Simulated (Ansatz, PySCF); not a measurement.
The pair A = COS (SMILES O=C=S) (first 3 atoms), B = H2 (SMILES [H][H]); geometry from B3LYP-D3(BJ)/def2-TZVP.
(charge 0, multiplicity 1):
```xyz
5

O      1.4289     0.6052     0.1111
C      0.3890     0.1732    -0.1469
S     -1.0172    -0.4111    -0.4946
H      0.4703     0.1933     3.0220
H     -0.2146    -0.0925     2.9660
```

Frozen-core correlation. CBS: X⁻³ extrapolation of the correlation energy, Hartree–Fock from the larger set. MP2 and its Hartree–Fock in aug-cc-pV(Q+d)Z are density fitted.

Codes used: Ansatz (Gaussian orbitals); PySCF for the dispersion terms. 

The monomers are drawn apart, rigid, along the line of their centres of mass. Counterpoise-corrected interaction energies (kcal/mol):

```csv
level,R = 4.533 Å,R = 5.801 Å
PBE-D3(BJ)/def2-TZVPPD,-0.1949,-0.0359
"MP2/CBS(aug-cc-pV(T+d)Z, aug-cc-pV(Q+d)Z) + ΔCCSD(T)/aug-cc-pV(T+d)Z",-0.1383,-0.0301
```

**Question.** R is the distance of the centres of mass. Find the local exponent m of E ∝ R⁻ᵐ between the two points.

**Answer.** 
m = ln(E₁/E₂)/ln(R₂/R₁): PBE-D3(BJ)/def2-TZVPPD 6.9; MP2/CBS(aug-cc-pV(T+d)Z, aug-cc-pV(Q+d)Z) + ΔCCSD(T)/aug-cc-pV(T+d)Z 6.2. For scale, two fixed dipoles give m = 3, dipole and quadrupole 4, quadrupoles 5, and dispersion or dipole-induced dipole 6 at long range; at these distances several terms mix, and what is left of overlap and damping shifts m, so it need not match one of them.

Ansatz is a first-principles code.
